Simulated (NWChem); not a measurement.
All runs are NWChem calculations. System: trifluoroacetic acid (C2HF3O2), charge 0, spin multiplicity 1, at a geometry optimised with PBE0/def2-SVP. Level: r2SCAN/def2-SVP.

Input file:

```
start mol
memory heap 200 mb stack 900 mb global 1100 mb
geometry units angstroms nocenter noautoz noautosym
  O      1.570479    -0.859063     0.397998
  C      0.918376     0.223964    -0.000956
  O      1.406588     1.270799    -0.302065
  C     -0.597224    -0.049888    -0.029311
  F     -1.023606    -0.405115     1.179324
  F     -1.247671     1.032314    -0.410909
  F     -0.868808    -1.037421    -0.878032
  H      2.517321    -0.646340     0.400685
end
basis spherical
  * library def2-svp
end
dft
  xc r2scan
  semidirect memsize 60000000 filesize 0
  iterations 100
  grid fine
end
task dft energy
```

Output (cleaned and shortened):

```
             Northwest Computational Chemistry Package (NWChem) 7.3.0
             --------------------------------------------------------

                                NWChem Input Module
                                -------------------

 Scaling coordinates for geometry "geometry" by  1.889725989
 (inverse scale =  0.529177249)

                             Geometry "geometry" -> ""
                             -------------------------

 Output coordinates in angstroms (scale by  1.889725989 to convert to a.u.)

  No.       Tag          Charge          X              Y              Z
 ---- ---------------- ---------- -------------- -------------- --------------
    1 O                    8.0000     1.57047900    -0.85906300     0.39799800
    2 C                    6.0000     0.91837600     0.22396400    -0.00095600
    3 O                    8.0000     1.40658800     1.27079900    -0.30206500
    4 C                    6.0000    -0.59722400    -0.04988800    -0.02931100
    5 F                    9.0000    -1.02360600    -0.40511500     1.17932400
    6 F                    9.0000    -1.24767100     1.03231400    -0.41090900
    7 F                    9.0000    -0.86880800    -1.03742100    -0.87803200
    8 H                    1.0000     2.51732100    -0.64634000     0.40068500

 Effective nuclear repulsion energy (a.u.)     338.4964968610

            Nuclear Dipole moment (a.u.)
            ----------------------------
        X                 Y               Z
 ---------------- ---------------- ----------------
     0.0000075589     0.0000113384    -0.0000113384


 Summary of "ao basis" -> "" (spherical)
 ------------------------------------------------------------------------------
       Tag                 Description            Shells   Functions and Types
 ---------------- ------------------------------  ------  ---------------------
 *                          def2-svp                  on all atoms

                                 NWChem DFT Module
                                 -----------------

 Summary of "ao basis" -> "ao basis" (spherical)
[...]
 Vector   28  Occ=2.000000D+00  E=-2.798726D-01
              MO Center=  1.1D+00,  7.7D-01, -1.6D-01, r^2= 1.9D+00
   Bfn.  Coefficient  Atom+Function         Bfn.  Coefficient  Atom+Function
  ----- ------------  ---------------      ----- ------------  ---------------
    32      0.522065  3 O  px                35      0.364417  3 O  px
     5     -0.221816  1 O  py                46      0.199382  4 C  px
    33     -0.197473  3 O  py                45      0.166087  4 C  s
     8     -0.160455  1 O  py                36     -0.142805  3 O  py
    60      0.141383  5 F  px                44      0.136978  4 C  s

 Vector   29  Occ=0.000000D+00  E=-6.469574D-02
              MO Center=  8.9D-01,  3.4D-01, -4.1D-02, r^2= 1.8D+00
   Bfn.  Coefficient  Atom+Function         Bfn.  Coefficient  Atom+Function
  ----- ------------  ---------------      ----- ------------  ---------------
    20      0.526269  2 C  pz                23      0.407881  2 C  pz
    34     -0.379861  3 O  pz                37     -0.368777  3 O  pz
     6     -0.245260  1 O  pz                 9     -0.237700  1 O  pz
    51      0.202289  4 C  pz                19      0.169852  2 C  py
    48      0.150137  4 C  pz                87      0.135515  7 F  s

 Vector   30  Occ=0.000000D+00  E= 3.814848D-02
              MO Center=  2.5D+00, -5.7D-01,  3.7D-01, r^2= 2.5D+00
   Bfn.  Coefficient  Atom+Function         Bfn.  Coefficient  Atom+Function
  ----- ------------  ---------------      ----- ------------  ---------------
   100      1.187754  8 H  s                  3     -0.667549  1 O  s
     7     -0.342481  1 O  px                17      0.316718  2 C  s
    99      0.294089  8 H  s                  4     -0.261239  1 O  px
     2     -0.248936  1 O  s                 45     -0.238522  4 C  s
    50     -0.225443  4 C  py                21     -0.191778  2 C  px

 Vector   31  Occ=0.000000D+00  E= 1.231126D-01
              MO Center= -1.2D-01,  9.1D-02, -3.8D-02, r^2= 2.4D+00
   Bfn.  Coefficient  Atom+Function         Bfn.  Coefficient  Atom+Function
  ----- ------------  ---------------      ----- ------------  ---------------
    17      1.363710  2 C  s                 31     -0.691734  3 O  s
    50      0.539061  4 C  py                47      0.518540  4 C  py
    49     -0.508403  4 C  px                73     -0.445004  6 F  s
    45     -0.431795  4 C  s                 22      0.358297  2 C  py
    46     -0.261821  4 C  px                35      0.211521  3 O  px

 center of mass
 --------------
 x =  -0.09362736 y =   0.00380676 z =  -0.00841298

 moments of inertia (a.u.)
 ------------------
         467.589611549054         -31.214099676614         -20.323834264582
         -31.214099676614         728.014351259672          41.723513927030
         -20.323834264582          41.723513927030         849.636141480004

     Multipole analysis of the density
     ---------------------------------

     L   x y z        total         alpha         beta         nuclear
     -   - - -        -----         -----         ----         -------
     0   0 0 0      0.000000    -28.000000    -28.000000     56.000000

     1   1 0 0      0.710858      0.355425      0.355425      0.000008
     1   0 1 0     -0.452467     -0.226239     -0.226239      0.000011
     1   0 0 1      0.201428      0.100720      0.100720     -0.000011

     2   2 0 0    -23.012848   -153.152903   -153.152903    283.292958
     2   1 1 0     -2.466783     -7.562581     -7.562581     12.658378
     2   1 0 1      1.093178     -5.390242     -5.390242     11.873662
     2   0 2 0    -30.229341    -87.091786    -87.091786    143.954232
     2   0 1 1      0.874524     11.109718     11.109718    -21.344912
     2   0 0 2    -27.137903    -54.882947    -54.882947     82.627992

 Task  times  cpu:       14.5s     wall:       14.5s

 Total times  cpu:       14.5s     wall:       14.5s
```
